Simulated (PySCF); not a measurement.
PySCF input file for InCl, SMILES [Cl][In] (connectivity only; charge and spin as stated), neutral, multiplicity 1, IEF-PCM-B3LYP/def2-TZVPD. Geometry optimised at PBE0-D3(BJ)/def2-TZVP. The def2 effective core potentials stand for the cores of In; spin–orbit coupling is left out.

```python
import numpy as np
from pyscf import gto, scf, dft
from pyscf.solvent import pcm

mol = gto.M(
    atom='''
    In    0.00000000    0.00000000   -0.62166909
    Cl    0.00000000    0.00000000    1.79186972
    ''',
    basis='def2-TZVPD',
    ecp={'In': 'def2-tzvp'},
    charge=0,
    spin=0,
    max_memory=1600,
    verbose=3,
)
mf = dft.RKS(mol, xc='b3lyp').density_fit(auxbasis='def2-universal-jkfit')
mf.grids.level = 3
mf.conv_tol = 1e-9
mf.max_cycle = 100
mf.kernel()
res = {}
for name, eps in {'water': 78.355, 'dichloromethane': 8.93, 'dimethylsulfoxide': 46.826}.items():
    s = mf.PCM()
    s.with_solvent.method, s.with_solvent.eps, s.with_solvent.lebedev_order = 'IEF-PCM', eps, 29
    s.kernel(mf.make_rdm1())
    res[name] = (s.e_tot, eps, s.dip_moment(), s.mo_energy, s.converged)
    print(f'{name}: electrostatic solvation free energy {(s.e_tot - mf.e_tot) * 627.509474:.3f} kcal/mol')
```

It prints:

```
converged SCF energy = -650.519636379605

WARN: PCM is an experimental feature. It is still in testing.
Features and APIs may be changed in the future.

converged SCF energy = -650.532064823667
Dipole moment(X, Y, Z, Debye):  0.00000,  0.00000, -5.26517
water: electrostatic solvation free energy -7.799 kcal/mol

WARN: PCM is an experimental feature. It is still in testing.
Features and APIs may be changed in the future.

converged SCF energy = -650.530148648352
Dipole moment(X, Y, Z, Debye):  0.00000,  0.00000, -4.99974
dichloromethane: electrostatic solvation free energy -6.597 kcal/mol

WARN: PCM is an experimental feature. It is still in testing.
Features and APIs may be changed in the future.

converged SCF energy = -650.531889171428
Dipole moment(X, Y, Z, Debye): -0.00000,  0.00000, -5.24069
dimethylsulfoxide: electrostatic solvation free energy -7.689 kcal/mol
```

The calculation finished and met its thresholds.

Cost: very roughly 9 core-seconds.
